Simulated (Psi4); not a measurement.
Psi4 input (wB97X-D/6-311+G**):

```
memory 1500 MB

molecule {
1 1
S    -1.25753200   -0.39590900   -0.07971600
S     0.73035800   -0.20710800    0.18359400
O     1.23376500    1.09580100   -0.14400800
H    -1.43534500    0.88186900   -0.50998200
symmetry c1
no_reorient
no_com
}

set {
  basis 6-311+G**
  reference rks
  scf_type pk
  dft_radial_points 99
  dft_spherical_points 590
  e_convergence 1e-8
  d_convergence 1e-7
  maxiter 150
}

e = energy('wb97x-d')
print_out(f'\nFINAL {e:.10f} DIPOLE {variable("CURRENT DIPOLE")[0]:.6f} {variable("CURRENT DIPOLE")[1]:.6f} {variable("CURRENT DIPOLE")[2]:.6f}\n')
```

Output:

```
   => Loading Basis Set <=

    Name: 6-311+G**
    Role: ORBITAL
    Keyword: BASIS
    atoms 1-2 entry S          line   429 file 6-311pgss.gbs
    atoms 3   entry O          line   171 file 6-311pgss.gbs
    atoms 4   entry H          line    42 file 6-311pgss.gbs

   => WB97X-D: Empirical Dispersion <=

    Chai and Head-Gordon Dispersion Correction
    Chai, J.-D.; Head-Gordon, M. (2010), J. Chem. Phys., 132: 6615-6620

        s6 =       1.000000

         ---------------------------------------------------------
                                   SCF
               by Justin Turney, Rob Parrish, Andy Simmonett
                          and Daniel G. A. Smith
                              RKS Reference
         ---------------------------------------------------------

  ==> Geometry <==

    Molecular point group: c1
    Full point group: C1

    Geometry (in Angstrom), charge = 1, multiplicity = 1:

       Center              X                  Y                   Z               Mass
    ------------   -----------------  -----------------  -----------------  -----------------
         S           -1.257532000000    -0.395909000000    -0.079716000000    31.972071174400
         S            0.730358000000    -0.207108000000     0.183594000000    31.972071174400
         O            1.233765000000     1.095801000000    -0.144008000000    15.994914619570
         H           -1.435345000000     0.881869000000    -0.509982000000     1.007825032230

  Running in c1 symmetry.

  Rotational constants: A =      1.06972  B =      0.15825  C =      0.13785 [cm^-1]
  Rotational constants: A =  32069.27726  B =   4744.14338  C =   4132.76590 [MHz]
  Nuclear repulsion =  148.943369738432409

  Charge       = 1
  Multiplicity = 1
  Electrons    = 40
  Nalpha       = 20
  Nbeta        = 20

  ==> Algorithm <==

  SCF Algorithm Type is PK.
  DIIS enabled.
  MOM disabled.
  Fractional occupation disabled.
  Guess Type is SAD.
  Energy threshold   = 1.00e-08
  Density threshold  = 1.00e-07
  Integral threshold = 1.00e-12

  ==> Primary Basis <==

  Basis Set: 6-311+G**
    Blend: 6-311+G**
    Number of shells: 42
    Number of basis functions: 88
    Number of Cartesian functions: 91
    Spherical Harmonics?: true
    Max angular momentum: 2

  ==> DFT Potential <==

   => LibXC <=

    Version 7.1.2
    S. Lehtola, C. Steigemann, M. J. T. Oliveira, and M. A. L. Marques,  SoftwareX 7, 1–5 (2018) (10.1016/j.softx.2017.11.002)

   => Composite Functional: WB97X-D <=

    wB97X-D Hyb-GGA Exchange-Correlation Functional

    J.-D. Chai and M. Head-Gordon,  Phys. Chem. Chem. Phys. 10, 6615–6620 (2008) (10.1039/B810189B)

    Deriv               =              1
    GGA                 =           TRUE
    Meta                =          FALSE

    Exchange Hybrid     =           TRUE
    MP2 Hybrid          =          FALSE

   => Exchange-Correlation Functionals <=

    1.0000   wB97X-D range-separated functional

   => Exact (HF) Exchange <=

    0.7780            HF,LR [omega = 0.2000]
    0.2220               HF

   => LibXC Density Thresholds  <==

    XC_HYB_GGA_XC_WB97X_D:  1.00E-14

   => Molecular Quadrature <=

    Radial Scheme          =       TREUTLER
    Pruning Scheme         =           NONE
    Nuclear Scheme         =       TREUTLER

    Blocking Scheme        =         OCTREE
    BS radius alpha        =              1
    Pruning alpha          =              1
    Radial Points          =             99
    Spherical Points       =            590
    Total Points           =         226688
    Total Blocks           =           1729
    Max Points             =            256
    Max Functions          =             83
    Weights Tolerance      =       1.00E-15

  ==> Integral Setup <==

  Using in-core PK algorithm.
   Calculation information:
      Number of atoms:                   4
      Number of AO shells:              42
      Number of primitives:             75
      Number of atomic orbitals:        91
      Number of basis functions:        88

      Integral cutoff                 1.00e-12
      Number of threads:                 1

  Performing in-core PK
  Using 23008458 doubles for integral storage.
  We computed 350220 shell quartets total.
  Whereas there are 408156 unique shell quartets.

  Computing range-separated integrals for PK
  We computed 350220 wK shell quartets total.
  Whereas there are 408156 wK unique shell quartets.

  ==> DiskJK: Disk-Based J/K Matrices <==

    J tasked:                  Yes
    K tasked:                  Yes
    wK tasked:                 Yes
    Omega:               2.000E-01
    Schwarz Cutoff:          1E-12


  Cached 100.0% of DFT collocation blocks in 0.421 [GiB].

  Minimum eigenvalue in the overlap matrix is 9.0142137350E-04.
  Reciprocal condition number of the overlap matrix is 1.4102181878E-04.
    Using symmetric orthogonalization.

  ==> Pre-Iterations <==

  SCF Guess: Superposition of Atomic Densities via on-the-fly atomic UHF (no occupation information).

   -------------------------
    Irrep   Nso     Nmo
   -------------------------
     A         88      88
   -------------------------
    Total      88      88
   -------------------------

  ==> Iterations <==

                        Total Energy        Delta E     RMS |[F,P]|

   @RKS iter SAD:  -872.05616832508485   -8.72056e+02   0.00000e+00
   @RKS iter   1:  -871.65658878393276    3.99580e-01   7.88944e-03 DIIS/ADIIS
   @RKS iter   2:  -871.24850952863596    4.08079e-01   1.37719e-02 DIIS/ADIIS
   @RKS iter   3:  -871.81122226267860   -5.62713e-01   2.20125e-03 DIIS/ADIIS
   @RKS iter   4:  -871.82396610257661   -1.27438e-02   9.59377e-04 DIIS/ADIIS
   @RKS iter   5:  -871.82742687480163   -3.46077e-03   1.39882e-04 DIIS/ADIIS
   @RKS iter   6:  -871.82752257095228   -9.56962e-05   3.66157e-05 DIIS
   @RKS iter   7:  -871.82753574785681   -1.31769e-05   1.08930e-05 DIIS
   @RKS iter   8:  -871.82753816219588   -2.41434e-06   4.62181e-06 DIIS
   @RKS iter   9:  -871.82753860597666   -4.43781e-07   1.45890e-06 DIIS
   @RKS iter  10:  -871.82753862518746   -1.92108e-08   2.31721e-07 DIIS
   @RKS iter  11:  -871.82753862591767   -7.30211e-10   5.76362e-08 DIIS
  Energy and wave function converged.

  ==> Post-Iterations <==

   Electrons on quadrature grid:
      Ntotal   =   40.0000001833 ; deviation = 1.833e-07

    Orbital Energies [Eh]
    ---------------------

    Doubly Occupied:

       1A    -89.453871     2A    -89.341510     3A    -19.578772
       4A     -8.484274     5A     -8.381186     6A     -6.431729
       7A     -6.430418     8A     -6.425651     9A     -6.329510
      10A     -6.324746    11A     -6.322676    12A     -1.486156
      13A     -1.190209    14A     -1.006897    15A     -0.840128
      16A     -0.812876    17A     -0.809295    18A     -0.742671
      19A     -0.652602    20A     -0.644553

    Virtual:

      21A     -0.347428    22A     -0.223074    23A     -0.178411
      24A     -0.129077    25A     -0.078731    26A     -0.059059
      27A     -0.047229    28A     -0.038925    29A     -0.035892
      30A     -0.015738    31A     -0.000904    32A      0.036274
      33A      0.084866    34A      0.093502    35A      0.122720
      36A      0.142118    37A      0.147740    38A      0.173555
      39A      0.176980    40A      0.190977    41A      0.213545
      42A      0.228873    43A      0.279666    44A      0.381313
      45A      0.415541    46A      0.484352    47A      0.485558
      48A      0.490002    49A      0.520697    50A      0.562964
      51A      0.643431    52A      0.684107    53A      0.768465
      54A      0.820346    55A      0.919173    56A      0.939643
      57A      0.954258    58A      0.978937    59A      1.251667
      60A      1.263008    61A      1.361118    62A      1.404707
      63A      1.436108    64A      1.516962    65A      1.551825
      66A      1.595357    67A      1.689513    68A      1.930750
      69A      2.396058    70A      2.593020    71A      2.601999
      72A      2.737036    73A      2.766194    74A      3.290716
      75A      4.761805    76A      4.796523    77A      4.932178
      78A      7.607525    79A      7.730001    80A     17.009058
      81A     17.064592    82A     17.119679    83A     17.150201
      84A     17.195172    85A     17.272913    86A     49.634554
      87A    188.846867    88A    188.942944

    Final Occupation by Irrep:
              A
    DOCC [    20 ]
    NA   [    20 ]
    NB   [    20 ]

  @RKS Final Energy:  -871.82753862591767

   => Energetics <=

    Nuclear Repulsion Energy =            148.9433697384324091
    One-Electron Energy =               -1488.1487738659543538
    Two-Electron Energy =                 511.0231475804651495
    DFT Exchange-Correlation Energy =     -43.6449077163478947
    Empirical Dispersion Energy =          -0.0003743625131142
    VV10 Nonlocal Energy =                  0.0000000000000000
    Total Energy =                       -871.8275386259177822

Computation Completed

Properties will be evaluated at   0.000000,   0.000000,   0.000000 [a0]

Properties computed using the SCF density matrix

 Multipole Moments:

 ------------------------------------------------------------------------------------
     Multipole            Electronic (a.u.)      Nuclear  (a.u.)        Total (a.u.)
 ------------------------------------------------------------------------------------

 L = 1.  Multiply by 2.5417464519 to convert [e a0] to [Debye]
 Dipole X            :         -0.5727675           -0.0000170           -0.5727845
 Dipole Y            :         -0.3556920            0.0000094           -0.3556825
 Dipole Z            :          0.0187726            0.0000038            0.0187764
 Magnitude           :                                                    0.6744958

 ------------------------------------------------------------------------------------

FINAL -871.8275386259 DIPOLE -0.572784 -0.355683 0.018776

*** Psi4 exiting successfully. Buy a developer a beer!
```

The dipole moment of an ion depends on the origin.

The geometry given is a B3LYP-D3(BJ)/def2-TZVP minimum.
